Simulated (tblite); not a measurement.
C7H17OP.
Numbering: `[CH3:1][O:2][CH2:3][CH2:4][PH:5][CH2:6][CH:7]([CH3:8])[CH3:9]` (hydrogens: H10, H11, H12 on C1; H13, H14 on C3; H15, H16 on C4; H17 on P5; H18, H19 on C6; H20 on C7; H21, H22, H23 on C8; H24, H25, H26 on C9)

Geometry (GFN2-xTB, Å), atoms numbered from 1 in this order:
```xyz
26
C7H17OP angstrom
C      3.9464    1.3276   -1.0666
O      2.8220    0.8088   -0.4093
C      2.9413   -0.5498   -0.0572
C      1.5870   -0.9569    0.5001
P      0.3035   -0.0553   -0.5198
C     -1.1810   -0.7359    0.3906
C     -2.5147   -0.2352   -0.1641
C     -3.6706   -0.8839    0.5957
C     -2.6098    1.2847   -0.0839
H      3.7214    2.3662   -1.3002
H      4.1527    0.7815   -1.9954
H      4.8354    1.2799   -0.4248
H      3.7509   -0.6908    0.6763
H      3.1828   -1.1444   -0.9511
H      1.4942   -0.6742    1.5505
H      1.4419   -2.0356    0.4115
H      0.3775    1.1327    0.2046
H     -1.1411   -1.8253    0.2868
H     -1.1031   -0.4982    1.4560
H     -2.5792   -0.5284   -1.2179
H     -3.6186   -1.9680    0.5246
H     -4.6254   -0.5592    0.1883
H     -3.6355   -0.6073    1.6478
H     -2.4797    1.6210    0.9430
H     -1.8389    1.7427   -0.7013
H     -3.5805    1.6259   -0.4373
```

All values are computed: GFN2-xTB (tblite) harmonic vibrations without scaling, gas phase. Errors from tens to a few hundred cm⁻¹ against measured bands are possible. Modes of hydrogen on phosphorus can be 10 to 20 % off. One conformer, not necessarily the lowest.

Harmonic wavenumbers (cm⁻¹): 33.4, 57.0, 59.2, 95.7, 101.4, 132.3, 179.9, 209.2, 221.5, 229.8, 252.2, 308.3, 353.2, 395.6, 435.9, 506.7, 714.9, 727.4, 733.7, 773.4, 878.6, 887.1, 925.9, 947.8, 977.8, 985.9, 988.5, 1002.8, 1058.7, 1071.1, 1122.1, 1132.0, 1133.3, 1140.8, 1183.2, 1184.6, 1204.2, 1215.7, 1236.5, 1248.2, 1322.9, 1336.1, 1341.7, 1405.4, 1405.9, 1418.9, 1437.7, 1449.1, 1468.1, 1487.5, 1494.4, 1496.0, 1498.0, 1505.3, 1508.4, 2310.0, 2839.7, 2877.0, 2896.2, 2919.2, 2920.9, 2931.5, 2936.0, 2955.8, 2965.8, 3018.3, 3021.6, 3026.0, 3028.8, 3030.5, 3033.3, 3037.1.

A = 3553, B = 512.0, C = 465.6 MHz; mass 148.102 u (most abundant isotopes); point group C1, symmetry number 1.

Problem. Zero-point energy?

Solution. ½Σν̃ = 49684 cm⁻¹ = 594.35 kJ/mol.

Problem. Entropy at 350 K, 1 bar (ideal gas, RRHO, classical rotation)?

Solution. Translation 174.52, rotation 128.85, vibration 205.20: S = 508.6 J/(mol K).

Problem. And Cp and H(350 K) − H(0)?

Solution. Cp = 224.29 J/(mol K), of which vibrations give 191.04 (their classical limit is 72 R = 598.6); H(350 K) − H(0) = 47.06 kJ/mol without the zero-point energy, 35.42 from vibrations.

Problem. How do the functions run with temperature in this model?

Solution. 
```csv
T (K),S (J/(mol K)),Cp (J/(mol K)),H − H(0) (kJ/mol),G − H(0) (kJ/mol),ln q(vib)
150,368.0,126.2,12.51,-42.68,5.13
250,442.7,171.3,27.32,-83.34,8.95
298.15,474.9,196.2,36.16,-105.44,10.69
400,540.3,251.1,58.95,-157.16,14.23
600,660.4,343.0,118.83,-277.42,20.97
900,818.5,435.9,236.75,-499.92,30.54
```

q(vib) and H(0) count from the zero-point level.

Problem. What must be added to the electronic energy to get the Gibbs energy at 350 K and 1 bar?

Solution. ZPE + [H(350 K) − H(0)] − T·S = 594.35 + 47.06 − 178.00 = 463.41 kJ/mol.

Problem. Which modes carry the vibrational entropy at 350 K?

Solution. 33.4 cm⁻¹: 24.83; 57.0 cm⁻¹: 20.40; 59.2 cm⁻¹: 20.09; 95.7 cm⁻¹: 16.12; 101.4 cm⁻¹: 15.65; 132.3 cm⁻¹: 13.48 J/(mol K); the other 66 give 94.63 together.

Problem. Blend soft modes into free rotors: weight 1/[1 + (100 cm⁻¹/ν̃)⁴] for the oscillator and the rest for a rotor with moment μB/(μ + B), μ = h/(8π²ν), B = 10⁻⁴⁴ kg m². What vibrational entropy results?

Solution. 184.13 J/(mol K) in place of 205.20, which changes −T·S at 350 K by +7.37 kJ/mol.

Hindered rotation and anharmonicity are outside this model. Other conformers, if any are populated, would add a mixing term that is left out. The structure is chiral; the term R ln 2 for an equal mix with its mirror image is left out.
